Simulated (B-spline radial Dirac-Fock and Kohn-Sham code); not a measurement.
System: atomic terbium in the configuration 1s2 2s2 2p6 3s2 3p6 3d10 4s2 4p6 4d10 4f9 5s2 5p6 6s2. Level of theory: independent-particle photoionisation in a Dirac-Hartree-Slater potential with a Latter tail, all multipoles, thresholds from Dirac-Fock ΔSCF; a radial atomic solver.

Task: Which of the sources Mg Kα (1253.6 eV), Al Kα (taken as 1486.9 eV), Ag Lα (2984.4 eV), Cr Kα (5414.7 eV), Cu Kα (8047.8 eV), Ga Kα (9251.7 eV), Mo Kα (17479.3 eV), Ag Kα (22162.9 eV) can ionise the 3p3/2 level, and how does the cross section change among them?

Result: The computed threshold is 1615.0 eV, above Mg Kα, Al Kα; the others can ionise it. Cross sections: Ag Lα 69.0 kb, Cr Kα 20.1 kb, Cu Kα 7.88 kb, Ga Kα 5.57 kb, Mo Kα 1.01 kb, Ag Kα 0.510 kb. From the first to the last it falls by a factor of 140.
